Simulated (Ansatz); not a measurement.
Compare A (`N#CC1C=CCCC1`) with its isomer B (`Cc1ccncc1C`).

Isolated molecules relaxed with PBE0-D4/def2-TZVP in Ansatz; ΔE leaves out vibrations. CBS: MP2 limit from def2 TZ/QZ plus the TZ coupled-cluster correction, frozen cores. DFT in def2-TZVPP. B3LYP here is the variant with VWN-RPA as its local correlation; programs differ in this.

**Question.** Which isomer does CCSD(T)/CBS put lower? Give the gap. (Best estimate.)

**Answer.** Computed: B, by 61.4 kJ/mol.

**Question.** Give E(B) − E(A) in kJ/mol with B2PLYP, BLYP-D4, LDA (SPW92), PBE-D4, B3LYP, HF/def2-TZVPP, PBE0-D4. (Best estimate.)

**Answer.** The calculation gave: B2PLYP -78.3, BLYP-D4 -95.0, LDA (SPW92) -115.8, PBE-D4 -98.3, B3LYP -89.8, HF/def2-TZVPP -50.4, PBE0-D4 -92.0. None reverses the order clearly.

Largest T1 diagnostic: 0.011.

From BLYP to BHLYP (50 % exact exchange), in def2-TZVPP and without D4, E(B) − E(A) moves by +11.6 kJ/mol. At CCSD(T), def2-SVP lies +7.4 kJ/mol from the extrapolated value and def2-TZVPP +5.4 kJ/mol.
